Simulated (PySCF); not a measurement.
## Calculated data, BH5N2Si, B2FH3N, AlB2H4O

All values are calculated (PySCF 2.14.0). Calculation on a computer-drawn molecule: the log of a Hartree-Fock and frozen-core CCSD(T) single point meant for a local Hartree-Fock minimum, with one planted fault or none, to be diagnosed. Offsets are logged minus clean, where the clean run is the same molecule without the fault. The reference is restricted for singlets and unrestricted otherwise, and also for a bond in bohr or an excited solution. Adding or removing an electron swaps singlet and doublet. The excited solution moves the top pair (singlet) or top alpha electron (doublet) to the lowest empty orbital. Highest occupied and lowest empty are orbital energies over both spins, largest force is the largest gradient component, triples share is (T) over the correlation energy, the T1 limit is 0.02 restricted and 0.045 unrestricted, electrons count all cores, a negative frequency is imaginary (commonest isotopes), and the dipole is about the centre of nuclear charge.

Common to all runs: logged SCF converged yes; possible faults no fault, one electron removed, one electron added, multiplicity raised by two, geometry at a saddle point, SCF held on an excited solution, minimal basis STO-3G, one bond length entered in bohr, all coordinates scaled.

(1) 
```xyz
9
formula=BH5N2Si meant_charge=0 meant_multiplicity=1 meant_basis=cc-pV(D+d)Z logged_electrons=38 logged_basis_functions=90 logged_spin_squared=0 logged_highest_occupied=-4.35 logged_lowest_empty=-2.8554 logged_largest_force=0.070921 logged_dipole_magnitude=2.284 logged_SCF_stable_within_its_kind=no logged_energy_HF=-425.11858 planted_fault=SCF_held_on_an_excited_solution HF_energy_offset_from_clean_run=238.6
B     -0.1918     1.1236     0.8797
N      0.9643     0.4563     0.4241
Si     1.2171    -0.0654    -1.2352
N      2.7631    -0.7749    -1.0806
H     -1.0774     1.3644     0.1043
H     -0.2880     1.4474     2.0342
H      1.6695     0.2831     1.1193
H      3.2161    -1.1848    -1.8754
H      3.3325    -0.8512    -0.2575
```

Units: logged_highest_occupied, logged_lowest_empty in eV; logged_largest_force in hartree/bohr; logged_dipole_magnitude in debye; logged_energy_HF in hartree; HF_energy_offset_from_clean_run in kcal/mol.

Drawn bonds:
```tsv
atom	other atom	order
1	2	1
2	3	1
3	4	1
1	5	1
1	6	1
2	7	1
4	8	1
4	9	1
```

Notes: coupled-cluster numbers left out as unreliable.

(2) 
```xyz
7
formula=B2FH3N meant_charge=1 meant_multiplicity=1 meant_basis=cc-pVDZ logged_electrons=28 logged_basis_functions=71 logged_spin_squared=0 logged_highest_occupied=-19.102 logged_lowest_empty=-3.2649 logged_largest_force=0.029545 logged_T1_diagnostic=0.015012 logged_D1_diagnostic=0.043118 logged_triples_share=0.025819 logged_CC_converged=yes logged_dipole_magnitude=1.9499 logged_SCF_stable_within_its_kind=yes logged_energy_HF=-204.82263 logged_energy_CCSD(T)=-205.35675 planted_fault=all_coordinates_scaled,by_+2.2_% HF_energy_offset_from_clean_run=2.2 CCSD(T)_energy_offset_from_clean_run=-0.4367
B     -2.9889    -0.2934     0.4323
N     -2.6195    -0.3608    -1.0418
B     -1.4288    -0.8641    -1.4423
F     -0.3111    -1.3388    -1.7892
H     -4.0700     0.1697     0.7079
H     -2.1599    -0.7139     1.2143
H     -3.2907    -0.0157    -1.7471
```

Units: logged_highest_occupied, logged_lowest_empty in eV; logged_largest_force in hartree/bohr; logged_dipole_magnitude in debye; logged_energy_HF, logged_energy_CCSD(T) in hartree; HF_energy_offset_from_clean_run, CCSD(T)_energy_offset_from_clean_run in kcal/mol.

Drawn bonds:
```tsv
atom	other atom	order
1	2	1
2	3	1
3	4	1
1	5	1
1	6	1
2	7	1
```

(3) 
```xyz
8
formula=AlB2H4O meant_charge=0 meant_multiplicity=2 meant_basis=cc-pV(D+d)Z logged_electrons=35 logged_basis_functions=85 logged_spin_squared=0.754 logged_highest_occupied=-9.4467 logged_lowest_empty=0.79816 logged_largest_force=0.05953 logged_T1_diagnostic=0.019094 logged_D1_diagnostic=0.059269 logged_triples_share=0.02959 logged_CC_converged=yes logged_dipole_magnitude=0.6481 logged_SCF_stable_within_its_kind=yes logged_energy_HF=-368.4115 logged_energy_CCSD(T)=-368.86391
B      2.1054     3.5602     1.6141
O      1.4612     2.2331     1.5634
B      0.3797     1.7683     0.6101
Al    -0.4325    -0.4509     0.8158
H      3.0386     3.8334     2.5005
H     -0.0382     2.6506    -0.2813
H      0.2973    -1.7586    -0.0630
H     -1.7877    -0.8187     1.8373
```

Units: logged_highest_occupied, logged_lowest_empty in eV; logged_largest_force in hartree/bohr; logged_dipole_magnitude in debye; logged_energy_HF, logged_energy_CCSD(T) in hartree.

Drawn bonds:
```tsv
atom	other atom	order
1	2	1
2	3	1
3	4	1
1	5	1
3	6	1
4	7	1
4	8	1
```

Question: Which fault was planted in the run of AlB2H4O (entry 3)?
Answer: all coordinates scaled, by +9.4 %

Further results for AlB2H4O (entry 3):

```
HF energy offset from clean run      : 31.03 kcal/mol
CCSD(T) energy offset from clean run : 23.46 kcal/mol
```
